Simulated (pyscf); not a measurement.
Optimised with ωB97X-D3(BJ)/def2-SVP in PySCF. MP2 and CC: frozen core, UHF for open shells. ΔMP2 is the change of the MP2 total energy from the triple- to the quadruple-zeta basis. Singlets are restricted, triplets unrestricted.

Singlet (Å):
```xyz
4

Ge     1.8400     0.2727    -1.6940
Sn     0.6050    -0.2735     0.3310
H      1.2140    -0.1820     1.9236
H     -1.0136    -0.8131     0.3989
```

Triplet (Å):
```xyz
4

Ge     1.8919     0.2989    -1.7806
Sn     0.6108    -0.2700     0.3224
H      1.1633    -0.2012     1.9539
H     -1.0176    -0.8191     0.4603
```

### Question
For these two minima of :Ge=SnH₂, which spin state lies lower at CCSD(T)/def2-TZVPP + ΔMP2(QZVPP), and by how much (electronic energies)?

### Answer
The singlet, by 6.0 kcal/mol. r²SCAN, PBE0-D3(BJ), M06-2X put the other state lower. Zero-point energy shifts E(triplet) − E(singlet) by -0.1 kcal/mol. :Ge=SnH₂ [singlet] lies 18.7 kcal/mol over its isomer H₂Ge=Sn: [singlet], and others may lie lower still (electronic energy, ωB97M-D3(BJ)). 

E(triplet) − E(singlet) by level (kcal/mol):

| level | gap |
|---|---|
| ωB97X-D3(BJ)/def2-TZVP | +3.7 |
| PBE/def2-TZVP | +1.9 |
| r²SCAN/def2-TZVP | -1.4 |
| B3LYP-D3(BJ)/def2-TZVP | +2.5 |
| PBE0-D3(BJ)/def2-TZVP | 0.0 |
| M06-2X/def2-TZVP | -2.9 |
| ωB97M-D3(BJ)/def2-TZVP | +2.2 |
| HF/def2-TZVP | -12.1 |
| MP2/def2-QZVPP | +4.6 |
| CCSD/def2-TZVPP | +2.9 |
| CCSD(T)/def2-TZVPP | +5.0 |
| CCSD(T)/def2-TZVPP + ΔMP2(QZVPP) | +6.0 |

The triplet is the lowest one reached from the SCF start used. A restricted singlet here is unstable towards spin polarisation, as is usual where a triplet lies low; its energy is less safe. The CCSD(T) − MP2 part came from Ansatz, without density fitting, on the same reference. The frozen core leaves the outer d or s,p core shells of the metals and heavy elements correlated in the MP2 and CC values, and def2-TZVPP describes them poorly, which can shift differences by a few kcal/mol. Elements up to Kr have no core potential and no relativistic terms here. Elements past Kr carry the def2 core potentials, without spin-orbit coupling.
